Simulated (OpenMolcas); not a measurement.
Pt2+ among 4 point charges of -0.65 e arranged as a tetrahedron (Td), 2.26 Å from the ion.
```
   1.3048    1.3048    1.3048  -0.65
   1.3048   -1.3048   -1.3048  -0.65
  -1.3048    1.3048   -1.3048  -0.65
  -1.3048   -1.3048    1.3048  -0.65
```

```
Program             : OpenMolcas 26.06
Method              : SS-CASPT2, IPEA 0.25 Eh, imaginary shift 0.1 Eh (closed shells correlated: 4f 5s 5p)
Basis               : ANO-RCC-VDZP [7s6p4d2f]
Scalar Hamiltonian  : DKH2, point nucleus
Active space        : 8 electrons in 5 orbitals (5d)
State averaging     : 2S+1 = 3 even, 10 roots; 2S+1 = 1 even, 15 roots
Spin-orbit coupling : state interaction with AMFI integrals over the reference wave functions
```

(1) What is the spin-free ground state (labels of Td)?

(2) Where is the first state of the same spin?

(3) What are the lowest two levels with spin-orbit coupling?

(4) What is χT at 300 K, and how does it compare with the textbook value?

Answers

(1) 3T1, 3-fold in its orbital part, 100 % from free-ion F terms; it has the highest spin that d8 allows.

(2) 3T2 at 938 cm-1 above the ground state.

(3) A 1-fold level A1, then a 3-fold level T1 330 cm-1 above it. Their leading multiplicities are 3 (96 %) and 3 (96 %).

(4) The lowest level has 2S+1 = 3, for which the spin-only value is χT = S(S+1) / 2 = 1.000 cm3 K/mol (g = 2). The computed 3.175 at 300 K differs by +2.175, through orbital momentum, spin-orbit coupling and any other state in reach. With a threefold ground state the orbital momentum is unquenched, so the spin-only value is not expected to hold.

Roots that are degenerate in the reference are averaged as groups; the widest CASPT2 spread within a group is 240 cm-1 (the 3-fold group of multiplicity 1 near 16100 cm-1 above the lowest state of its run). Shifts and gaps below about the spread of the groups concerned are not significant. An orbital triplet at a regular site is open to Jahn-Teller coupling, which can distort the site and quench the lowest spin-orbit gaps and is left out. Real 4d8 and 5d8 ions are as a rule square planar and diamagnetic. The ground term spreads over less than 5000 cm-1, several times less than with real ligands, so orbital moments are less quenched and χT lies further from the spin-only value than at real sites. Free-ion shares, where given, are those of the reference states; single-state CASPT2 does not remix them. This is an electrostatic model: the charges have no orbitals. No measured value stands beside these numbers.
